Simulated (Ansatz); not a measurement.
# Nudged elastic band run: C3H6Si

Input file:

```yaml
crystal:
  periodic: [false, false, false]
  atoms:
    - { symbol: C, position_ang: [-0.422999, 2.011461, -0.875301] }
    - { symbol: C, position_ang: [-0.225824, 0.710324, -0.756025] }
    - { symbol: C, position_ang: [-0.022288, -0.583356, -0.590898] }
    - { symbol: Si, position_ang: [0.369017, -1.357663, 1.066915] }
    - { symbol: H, position_ang: [0.403678, 2.710449, -1.093384] }
    - { symbol: H, position_ang: [-1.426106, 2.461681, -0.771774] }
    - { symbol: H, position_ang: [-0.088385, -1.247726, -1.474765] }
    - { symbol: H, position_ang: [0.51992, -0.318875, 2.072421] }
    - { symbol: H, position_ang: [1.601242, -2.127882, 0.967635] }
    - { symbol: H, position_ang: [-0.708265, -2.258412, 1.455197] }
basis:
  gaussian: { orbitals: STO-3G }
hamiltonian:
  xc: pbe
  dispersion: d4
neb:
  order_check: false
  images: 5
  f_tol: 0.05
  max_iterations: 60
  initial_path: idpp
  final_atoms:
    - { symbol: C, position_ang: [-0.12075182, 1.98786259, -1.02109555] }
    - { symbol: C, position_ang: [-0.33226818, 0.72294749, -0.70268659] }
    - { symbol: C, position_ang: [-0.5165546, -0.5367036, -0.35398417] }
    - { symbol: Si, position_ang: [0.39444536, -1.36253825, 1.05640876] }
    - { symbol: H, position_ang: [0.64638927, 2.28458675, -1.75796565] }
    - { symbol: H, position_ang: [-0.70701385, 2.80897384, -0.57203342] }
    - { symbol: H, position_ang: [-1.24927382, -1.14223022, -0.9227355] }
    - { symbol: H, position_ang: [-0.56231812, -1.81936502, 2.0553467] }
    - { symbol: H, position_ang: [1.32368156, -0.42389942, 1.66343801] }
    - { symbol: H, position_ang: [1.1236542, -2.51963315, 0.55532841] }
```

Command:

```bash
$ ansatz run input.yaml --threads 1 --pin off --max-ram 2048MiB --backend cpu --events-out ev --progress --plain --runs-dir out
```

Output, in part (warnings, iteration lines, the closing report on the highest movable image, with atoms numbered from 0):

```
NEB end point (image 0): max|allowed force component| = 7.752e-3 eV/Å (the criterion of neb.relax_end_points is 1.000e-2)
NEB end point (image 6): max|allowed force component| = 3.076e-3 eV/Å (the criterion of neb.relax_end_points is 1.000e-2)
NEB iter   1: max|band force component| = 1.684e0 eV/Å  barrier→ = 0.1578 eV  barrier← = 0.1583 eV  Δτ_max = 0.1479 Å  (149 SCF iters)
NEB iter   2: max|band force component| = 3.258e-1 eV/Å  barrier→ = 0.0344 eV  barrier← = 0.0349 eV  CI = image 3  Δτ_max = 0.1974 Å  (125 SCF iters)
NEB iter   3: max|band force component| = 9.029e-1 eV/Å  barrier→ = 0.1101 eV  barrier← = 0.1106 eV  CI = image 2  Δτ_max = 0.0998 Å  (120 SCF iters)
NEB iter   4: max|band force component| = 3.305e-1 eV/Å  barrier→ = 0.0357 eV  barrier← = 0.0362 eV  CI = image 2  Δτ_max = 0.0794 Å  (120 SCF iters)
NEB iter   5: max|band force component| = 2.168e-1 eV/Å  barrier→ = 0.0262 eV  barrier← = 0.0267 eV  CI = image 3  Δτ_max = 0.0348 Å  (126 SCF iters)
NEB iter   6: max|band force component| = 3.839e-2 eV/Å  barrier→ = 0.0260 eV  barrier← = 0.0264 eV  CI = image 3  Δτ_max = 0.0000 Å  (216 SCF iters)
Total energy: -10945.80686297 eV, -402.2509828799 hartree
Atom 0 at     0.154531     1.913244    -1.177761 Å, force     0.018294    -0.018148     0.028257 eV/Å
Atom 1 at    -0.167069     0.693061    -0.785498 Å, force    -0.020874    -0.027443    -0.007489 eV/Å
Atom 2 at    -0.480104    -0.524171    -0.380176 Å, force    -0.025011     0.036750    -0.030732 eV/Å
Atom 3 at     0.143742    -1.306358     1.203671 Å, force     0.029949    -0.004913     0.012187 eV/Å
Atom 4 at     1.035008     2.106905    -1.815627 Å, force    -0.002897     0.015161     0.000345 eV/Å
Atom 5 at    -0.443498     2.795338    -0.888262 Å, force     0.008026     0.008196    -0.005482 eV/Å
Atom 6 at    -1.161352    -1.122684    -1.016167 Å, force     0.001746    -0.017549     0.001424 eV/Å
Atom 7 at    -0.257538    -0.513529     2.357391 Å, force    -0.004994    -0.002671    -0.006836 eV/Å
Atom 8 at     1.597164    -1.399314     1.185663 Å, force    -0.009999    -0.000913    -0.000394 eV/Å
Atom 9 at    -0.420894    -2.642491     1.316786 Å, force     0.005760     0.011530     0.008722 eV/Å
Dipole moment:    -0.000522    -0.064019     0.049759 e Å
```

The run converged. A vibrational analysis at the climbing image gives one clearly imaginary mode, 78i cm⁻¹: a first-order saddle point. Limits of this set-up: minimal basis.

Final band (atoms are numbered from 1 in the order of the input):

```tsv
image	path coordinate (Å)	energy (kJ/mol)	dihedral C2–C3–Si4–H9 (°)
0	0.00	0.0	-125
1	0.71	0.4	-104
2	1.43	1.8	-82
3	2.14	2.5	-61
4	2.80	1.9	-41
5	3.46	0.7	-21
6	4.12	0.0	-1
```

Run time: 2.4 min on 1 CPU thread of a shared host.
